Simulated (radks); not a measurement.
The numbers below are computed, except where a source is named.
Question: These are the eigenvalues of the occupied orbitals of an atom or ion with whole-number occupations (eV). Code: a radial shooting solver on a logarithmic mesh with Libxc functionals. Model: scalar-relativistic Kohn-Sham, r2SCAN, spin-polarised, spherical densities, finite nucleus; meta-GGA in the generalised Kohn-Sham scheme; Fermi nuclear charge, rms radius of each element as measured or else 0.836 A^(1/3) + 0.57 fm.

1s up: -84881.84
1s down: -84881.83
2s up: -16432.80
2s down: -16425.71
2p up: -14396.78
2p down: -14391.10
3s up: -5137.476
3s down: -5135.975
3p up: -4545.345
3p down: -4543.205
3d up: -3931.719
3d down: -3926.809
4s up: -2231.710
4s down: -2216.429
4p up: -2016.483
4p down: -2001.465
4d up: -1773.938
4d down: -1758.770

Which element is it, and in what charge state? The configuration may be excited. Open shells, if any, are filled with parallel spins first.

Answer: Z = 80, mercury, charge +38: Hg38+ in [Kr] 4d6. The list shows which subshells hold electrons but not how many an open one holds; the 1s level, -3119.4 hartree, gives Z - s = 79.0 by -(Z - s)^2/2, which with screening and relativity narrows Z to a few neighbours, and the depths of the outer levels then fix element, charge and occupations together.
